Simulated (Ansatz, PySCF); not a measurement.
Input for PySCF:
```python
from pyscf import gto, scf, dft

mol = gto.Mole()
mol.atom = '''
    Se    0.000000   -0.000000    0.000000
    F     1.112814    1.521769   -0.007870
    F     1.521789   -1.112795    0.006445
    F    -1.112814   -1.521769    0.007870
    F    -1.521789    1.112795   -0.006445
'''
mol.basis = 'sto-3g'
mol.charge = 0
mol.spin = 2
mol.verbose = 4
mol.build()

mf = dft.UKS(mol)
mf.xc = 'pbe'
mf.grids.atom_grid = (99, 590)
mf.grids.prune = None
mf.kernel()
```

Problem. Give the equivalent Ansatz (a quantum-chemistry and plane-wave program) input.

Solution. Several could match; the one computed here: 
Ansatz 0.2 input:
```yaml
crystal:
  periodic: [false, false, false]
  atoms:
    - {symbol: Se, position_ang: [0.00000000, -0.00000000, 0.00000000]}
    - {symbol: F, position_ang: [1.11281369, 1.52176867, -0.00787047]}
    - {symbol: F, position_ang: [1.52178892, -1.11279517, 0.00644471]}
    - {symbol: F, position_ang: [-1.11281369, -1.52176867, 0.00787047]}
    - {symbol: F, position_ang: [-1.52178892, 1.11279517, -0.00644471]}
basis:
  gaussian:
    orbitals: STO-3G
hamiltonian:
  xc: pbe
magnetization: {spin_polarized: true, initial_magnetization: 2}
accuracy: high
```

Both were run: PySCF gave -2767.410777 Eh and Ansatz -2767.410750 Eh, 0.027 mEh apart.
